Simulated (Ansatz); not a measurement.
Mulliken charges of `O[Si@H](Cl)[Si@H](F)Cl` from PBE/def2-TZVPP in Ansatz (PBE0-D4/def2-TZVP geometry).

```tsv
atom	x (Å)	y (Å)	z (Å)	charge (e)
O1	-0.993	1.700	0.460	-0.327
Si2	0.434	0.902	0.410	0.421
Cl3	1.643	1.577	-1.107	-0.200
Si4	0.029	-1.362	-0.064	0.503
F5	1.349	-2.103	-0.556	-0.256
Cl6	-1.326	-1.344	-1.608	-0.212
H7	-1.595	1.583	-0.279	0.197
H8	1.102	1.178	1.699	-0.057
H9	-0.555	-2.176	1.027	-0.068
```

Question: By hand: the dipole of these point charges (1 e Å = 4.8032 D).

Answer: Σ q r = (-0.210, 0.039, 0.473) e Å, of length 0.519 e Å = 2.49 D.

Question: How does the dipole of the full density compare? (An estimate is asked.)

Answer: The calculation gave: (-0.244, 0.015, 0.166) e Å, 1.42 D; the point charges give 1.75 times that, at 32° from its direction.

Point charges leave out the atoms' own dipoles, such as those of lone pairs, and Mulliken's split depends on the basis, so the two needn't agree.
